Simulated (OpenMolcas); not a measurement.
# Cr4+: effect of the IPEA shift

```
Program             : OpenMolcas 26.06
Basis               : ANO-RCC-VQZP [7s6p4d3f2g1h]
Scalar Hamiltonian  : DKH2, point nucleus
Active space        : 2 electrons in 5 orbitals (3d)
State averaging     : 2S+1 = 3 even, 10 roots; 2S+1 = 1 even, 15 roots
Spin-orbit coupling : state interaction with AMFI integrals over the reference wave functions, term energies averaged over their components
```

Methods on the same reference wave functions:
A. CASSCF
B. SS-CASPT2, IPEA 0 Eh, imaginary shift 0.1 Eh (closed shells correlated: 3s 3p)
C. SS-CASPT2, IPEA 0.25 Eh, imaginary shift 0.1 Eh (closed shells correlated: 3s 3p)

Energies in eV above 3d² ³F₂, the measured ground level; measured values from Sugar and Corliss, J. Phys. Chem. Ref. Data 6, 317 (1977).

| Level | A | B | C | Measured |
| --- | --- | --- | --- | --- |
| 3d² ³F₂ | 0.0000 | 0.0000 | 0.0000 | 0.0000 |
| 3d² ³F₃ | 0.0621 | 0.0626 | 0.0626 | 0.0630 |
| 3d² ³F₄ | 0.1418 | 0.1423 | 0.1423 | 0.1416 |
| 3d² ¹D₂ | 2.0430 | 1.611 | 1.610 | 1.6351 |
| 3d² ³P₀ | 2.3925 | 1.983 | 2.016 | 1.9207 |
| 3d² ³P₁ | 2.4144 | 2.005 | 2.039 | 1.9437 |
| 3d² ³P₂ | 2.4626 | 2.053 | 2.086 | 1.9888 |
| 3d² ¹G₄ | 3.1326 | 2.789 | 2.778 | 2.7300 |
| 3d² ¹S₀ | 7.5981 | 6.410 | 6.407 | 6.3413 |

Deviations, from unrounded energies. A percentage is the sum of absolute deviations over the sum of measured energies, with the sign that they share, or ± where signs differ.

```csv
Against measurement,Levels,A,B,C
mean absolute deviation (cm-1),8,3500,340,430
fine structure of the ground term (%),2,±0.6,±0.6,±0.6
other terms of the ground configuration (%),6,+21.0,±2.1,±2.6
```

B lies closest to measurement on these levels and A furthest from it. The largest miss of B in the table is 3d² ¹S₀, by +550 cm-1. The ranking rests on the paired levels alone, and a cruder setting can come out closer through cancelling errors.

Between B and C the level of the table that moves most is 3d² ³P₁, by 270 cm-1 (lowest in B, highest in C). Moves below CASPT2's spread within the term are not significant.

The mean deviations of B to C differ by less than CASPT2's widest spread within a term (1200 cm-1), so their order carries little weight.

From A to B the spin-free energies of the other terms of 3d² shown, above ³F, scale by factors of 0.78 to 0.89, as is usual when dynamic correlation screens the repulsion within a d or f shell.

The lowest spin-free term lies below A's lowest term by 0.347 hartree in B, 0.343 hartree in C.

CASPT2 breaks the degeneracy within a term, and the mean is taken; among the terms shown or strongly mixed into the levels shown the widest spread is 1200 cm-1 (3d² ¹G, B). Without dynamic correlation excited terms often stand tens of per cent too high (terms of higher spin than the ground term too low), and those without a measured partner can miss by more than the paired ones (holds for A). Measured partners are found by configuration, term and J. A level has none where our copy of the source lacks it or the pairing is in doubt (some pairs that miss far off the trend of their configuration count as doubtful), and it then counts in no deviation. Levels of configurations outside the active space are missing.
